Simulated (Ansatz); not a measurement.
Ideal-gas functions of `[SiH3]C1=C(Cl)B1` at 500 K and 1 bar, from an Ansatz frequency run at PBE0-D4/def2-TZVP.

Molar mass 102.4 g/mol, point group Cs (symmetry number 1), electronic degeneracy 1, moments of inertia 81.369, 298.329, 373.778 u Å². Harmonic wavenumbers (cm⁻¹, unscaled): 35, 103, 221, 361, 426, 530, 560, 682, 698, 807, 835, 913, 938, 946, 1133, 1295, 1664, 2237, 2243, 2244, 2768.

Use S(trans) = R[1.5 ln M + 2.5 ln T − 1.1517]; rotational temperatures θ = 24.2544 K / I; S(rot) = R[ln(√π/σ · √(T³/θAθBθC)) + 1.5]; for each mode x = 1.438777 ν̃/T, S = R[x/(eˣ − 1) − ln(1 − e⁻ˣ)] and H = RT x/(eˣ − 1); 1 cm⁻¹ = 0.0119627 kJ/mol; R = 8.31446 J/(mol·K).

Question: By hand: the entropy, in J/(mol·K).

Answer: Translation 177.3. Rotation: θ = 0.2981, 0.0813, 0.0649 K, giving 121.6. Vibration, mode by mode: 27.40, 18.46, 12.22, 8.36, 7.12, 5.57, 5.19, 3.93, 3.79, 2.96, 2.78, 2.33, 2.20, 2.16, 1.41, 0.97, 0.40, 0.10, 0.10, 0.10, 0.03, in all 107.5. Electronic 0.0. Sum 406.4 J/(mol·K).

Question: By hand: H − E and G − E in kJ/mol, counted from the electronic energy.

Answer: Zero-point energy ½ × 21639 × 0.0119627 = 129.4; thermal vibration 26.8; translation, rotation and pV give 4 RT = 16.6. H − E = 172.8 kJ/mol, and G − E = 172.8 − 500 × 406.4/1000 = -30.4 kJ/mol.

Vibration gives 26 % of the entropy, 45.9 J/(mol·K) of it from the modes under 150 cm⁻¹: soft modes count most, and the harmonic formula is weakest for them.
